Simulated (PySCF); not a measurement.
The dipole of `C[C@]([SiH3])(Cl)CCF` from its density and from atomic charges.

Coordinates (GFN2-xTB, Å) and charges (e) from the PBE0/pcSseg-1 density (PySCF):

| atom | x | y | z | Mulliken | IAO | Hirshfeld | ESP-fitted |
| --- | --- | --- | --- | --- | --- | --- | --- |
| C1 | -0.916 | -1.238 | -1.231 | -0.1290 | -0.4145 | -0.1258 | -0.7060 |
| C2 | -0.235 | -0.061 | -0.554 | -0.7102 | -0.1858 | -0.0232 | +0.0637 |
| Si3 | -1.455 | 0.959 | 0.535 | +0.5960 | +0.6002 | +0.2819 | +0.3167 |
| Cl4 | 0.281 | 1.077 | -1.867 | -0.1008 | -0.1373 | -0.0479 | -0.1434 |
| C5 | 1.023 | -0.536 | 0.162 | -0.1709 | -0.2731 | -0.0853 | -0.3270 |
| C6 | 1.753 | 0.559 | 0.919 | +0.1869 | +0.0360 | +0.0223 | +0.1089 |
| F7 | 1.043 | 0.909 | 2.046 | -0.3394 | -0.3266 | -0.0974 | -0.2293 |
| H8 | -0.222 | -1.774 | -1.878 | +0.1237 | +0.1466 | +0.0412 | +0.2143 |
| H9 | -1.289 | -1.927 | -0.475 | +0.1237 | +0.1450 | +0.0476 | +0.2179 |
| H10 | -1.757 | -0.902 | -1.833 | +0.1368 | +0.1541 | +0.0414 | +0.2156 |
| H11 | -2.668 | 1.086 | -0.274 | -0.0851 | -0.1202 | -0.0790 | -0.0825 |
| H12 | -1.720 | 0.188 | 1.747 | -0.0767 | -0.1178 | -0.0765 | -0.0548 |
| H13 | -0.890 | 2.274 | 0.799 | -0.0613 | -0.0996 | -0.0737 | -0.0541 |
| H14 | 1.719 | -0.974 | -0.559 | +0.1314 | +0.1490 | +0.0441 | +0.1407 |
| H15 | 0.735 | -1.313 | 0.875 | +0.1388 | +0.1509 | +0.0476 | +0.1684 |
| H16 | 2.735 | 0.219 | 1.263 | +0.1171 | +0.1449 | +0.0491 | +0.0824 |
| H17 | 1.858 | 1.465 | 0.315 | +0.1190 | +0.1480 | +0.0336 | +0.0686 |

Task: Form Σ q r in debye for every column and set it beside the full dipole.

Result: The full density gives (0.59, -1.92, 0.10) D, 2.01 D in size; dipole vectors point from the negative to the positive end.

| scheme | μx | μy | μz | size (D) | share of the full size (%) | angle to the full dipole (°) |
| --- | --- | --- | --- | --- | --- | --- |
| Mulliken | 0.21 | -1.84 | 0.20 | 1.87 | 93 | 11 |
| IAO | 0.55 | -1.59 | -0.43 | 1.73 | 86 | 17 |
| Hirshfeld | 0.57 | -0.82 | -0.20 | 1.02 | 51 | 23 |
| ESP-fitted | 0.58 | -1.97 | 0.12 | 2.06 | 102 | 1 |

Task: Which set comes closest?

Result: Length of the difference vector: ESP-fitted 0.06 D, Mulliken 0.40 D, IAO 0.62 D, Hirshfeld 1.14 D. Closest: ESP-fitted. 

Task: What is left for the Hirshfeld atoms' own dipoles?

Result: The shares of the density sum to the whole, so what Σ q r misses lies in dipoles about the nuclei. The atomic dipoles sum to (0.59, -1.92, 0.10) − (0.57, -0.82, -0.20) = (0.02, -1.10, 0.30) D, 1.14 D in size.

Task: With the origin at the mean of the coordinates, (0.000, 0.001, -0.001) Å, which are the largest single terms, by size, of the ESP-fitted dipole along the direction of the full one?

Result: C1 -2.89, Si3 -2.00, H8 +1.58, H9 +1.51, C5 -1.29 D; all 17 atoms together +2.06 D. The single terms depend on the origin, their sum doesn't.

Task: Give the size of the full dipole in other units.

Result: 2.01 D = 0.790 au = 0.418 e·Å = 6.70 × 10⁻³⁰ C·m.

The structure is a single GFN2-xTB conformer in the gas phase; no vibrational or solvent corrections.

These values come from a run that also computed NMR shieldings. Hardware: one thread, Arm Neoverse V1 (aarch64), no GPU, on a shared host. Cost: 38 s (with the writing of density and orbital grids), 0.88 GiB resident at most.

Shape of the structure used: `[CH3:1][C@:2]([SiH3:3])([Cl:4])[CH2:5][CH2:6][F:7]`: C1–C2–C5–C6 -178°, C2–C5–C6–F7 72°.
